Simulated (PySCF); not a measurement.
Shifts of the heteroatoms

Numbering as in the mapped SMILES `[CH2:1]=[C:2]([SiH3:3])/[CH:4]=[N:5]/[CH:6]1[CH2:7][CH2:8]1`; H(Xn) means a hydrogen on atom n. Ha(C7), Ha(C8) are cis to N5 on the ring; Ha(C1) is cis to Si3; Hb(C7), Hb(C8) are trans to N5 on the ring; Hb(C1) is trans to Si3.

Relativity neglected, isolated molecule, one averaged value for each set of equivalent atoms, a single conformation. Shielding tensors at PBE0/pcSseg-1 (GIAO); GFN2-xTB geometry; PySCF.

(1) What are the ²⁹Si shifts?

(2) What are the ¹⁵N shifts?

Results:

(1) 
| atoms | environment | σ (ppm) | δ (ppm) |
| --- | --- | --- | --- |
| Si3 | silicon bonded to C, 3 H | 426.1 | -70.3 |

Shieldings were converted by a linear fit to measured shifts: ²⁹Si (scatter 8.9 ppm rms, 25.8 ppm with the 6 outliers that the fit left out vs TMS, solution or neat liquid). Occasional misses reach two or three times the rms, and more in compound classes unlike the fitted ones.

On a 600 MHz spectrometer ²⁹Si resonates near 119.2 MHz, so 1 ppm is 119.2 Hz.

(2) 
```json
{"atoms": "N5", "environment": "imine nitrogen", "σ (ppm)": "-132.7", "δ (ppm)": "-25.8"}
```

Shieldings were converted by a linear fit to measured shifts: ¹⁵N (scatter 6.3 ppm rms vs CH3NO2, solution or neat liquid). Occasional misses reach two or three times the rms, and more in compound classes unlike the fitted ones.

On a 500 MHz spectrometer ¹⁵N resonates near 50.7 MHz, so 1 ppm is 50.7 Hz.
